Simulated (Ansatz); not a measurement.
`[F][GeH2][I]` + H₂O → `[OH][GeH2][I]` + H–F at 298.15 K and 1 bar (formal hydrolysis of a Ge–F bond).

Program: Ansatz. Geometries: PBE0-D4/def2-TZVP. ΔE: electronic, gas phase. CCSD(T)/CBS adds triple-zeta CCSD(T) − MP2 to the extrapolated MP2 energy (def2 sets, frozen cores). This one scheme is used for every species. def2 core potentials past Kr. For Ge, I outer-core shells are correlated without core-valence functions, which leaves a few kJ/mol of doubt a bond. Scalar relativity is left out up to krypton. Each species was taken in one conformer, which may not be the lowest.

```
        species  CCSD(T)/CBS energy (Eh)  H − E (kJ/mol)  S (J/(mol·K))
 `[F][GeH2][I]`              -2474.61172            64.0          315.1
            H₂O                -76.37941            66.4          188.7
`[OH][GeH2][I]`              -2450.58625            95.6          324.0
            H–F               -100.39570            33.5          173.6
```

H − E and S are ideal-gas, rigid-rotor, harmonic terms from PBE0-D4/def2-TZVP, for one conformer and one mirror image of each species. 1 Eh = 2625.50 kJ/mol, R = 8.31446 J/(mol·K).

Task: By hand: ΔE, ΔH, ΔS and ΔG.

Result: ΔE = (-2450.58625) + (-100.39570) − (-2474.61172) − (-76.37941) = 0.00918 Eh = 24.1 kJ/mol. Δ(H − E) = 95.6 + 33.5 − 64.0 − 66.4 = -1.3, so ΔH = 22.8 kJ/mol. ΔS = 324.0 + 173.6 − 315.1 − 188.7 = -6.2 J/(mol·K). ΔG = 22.8 − 298.15 × (-6.2)/1000 = 24.6 kJ/mol.

Task: By hand: the equilibrium constant, and the temperature at which ΔG would vanish if ΔH and ΔS stayed fixed.

Result: log₁₀ K = −ΔG/(RT ln 10) = -4.3. ΔH and −TΔS have one sign here, so there is no such temperature.

The number of gas molecules stays the same, so ΔS is small and ΔH decides. A doubt of 5 kJ/mol in ΔE shifts log₁₀ K by 0.9 here. Other conformers and mirror images would add mixing entropy, several J/(mol·K) or more a flexible species. These are equilibria of isolated gas molecules and say nothing of rates. Largest T1 diagnostic: 0.010 (customary marks: 0.02 for closed shells, 0.045 for open ones).

ΔS is within the doubt of such terms, so its sign, and with it that verdict, could turn.
